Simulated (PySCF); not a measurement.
Ionisation energy along the 13-electron series

Calculated with PySCF 2.14 and a two-component X2C-1e Hamiltonian (Gaussian nucleus, no Breit or QED terms), each ion in its own even-tempered basis scaled to its charge; GMP2 freezes 1s2 and drops the highest virtual spinors. Values in eV. NIST values: (m) measured, (s) semi-empirical, (t) theoretical.

```csv
ion,configuration,GHF (spin-free),GMP2 (spin-free),GHF (screened spin-orbit),GMP2 (screened spin-orbit),NIST
La⁴⁴⁺,[Ne] 3s2 3p1,3443.3,3443.8,3518.7,3518.9,3515 ± 4 (t)
Ce⁴⁵⁺,[Ne] 3s2 3p1,3593.8,3594.3,3675.6,3675.8,3672 ± 4 (t)
Pr⁴⁶⁺,[Ne] 3s2 3p1,3747.5,3748.0,3836.2,3836.4,3832 ± 4 (t)
```

Between Z = 57 and Z = 59 the GMP2 (screened spin-orbit) value grows as Z to the power 2.51.
